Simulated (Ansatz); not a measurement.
C2H6OSSi can be A, `[SiH3]O/C=C\S`, or B, `S[SiH]1CCO1`.

Program: Ansatz. Geometries: PBE0-D4/def2-TZVP. ΔE: electronic, gas phase. CCSD(T)/CBS is the MP2 limit (def2-TZVPP, def2-QZVPP) plus CCSD(T) − MP2 in def2-TZVPP, frozen cores. Functionals use def2-TZVPP. B3LYP here is the variant with VWN-RPA as its local correlation; programs differ in this. Each species was taken in one conformer, which may not be the lowest.

Task: Which isomer does CCSD(T)/CBS put lower? Give the gap. (Best estimate.)

Result: The calculation gave: B, by 138.2 kJ/mol.

Task: Give E(B) − E(A) in kJ/mol with CCSD(T)/def2-TZVPP, HF/def2-TZVPP, PBE0-D4, B3LYP, CCSD/def2-TZVPP, ωB97M-V, PBE-D4. (An estimate is asked.)

Result: The calculation gave: CCSD(T)/def2-TZVPP -136.1, HF/def2-TZVPP -117.9, PBE0-D4 -148.1, B3LYP -117.5, CCSD/def2-TZVPP -137.1, ωB97M-V -143.7, PBE-D4 -136.9. None reverses the order clearly.

Largest T1 diagnostic: 0.013.

In def2-TZVPP, CCSD(T) changes the Hartree–Fock value by −18.2 kJ/mol (the triples alone add +1.0 kJ/mol) and MP2 by −27.0 kJ/mol. From PBE to PBE0 (25 % exact exchange), in def2-TZVPP and without D4, E(B) − E(A) moves by −11.5 kJ/mol.
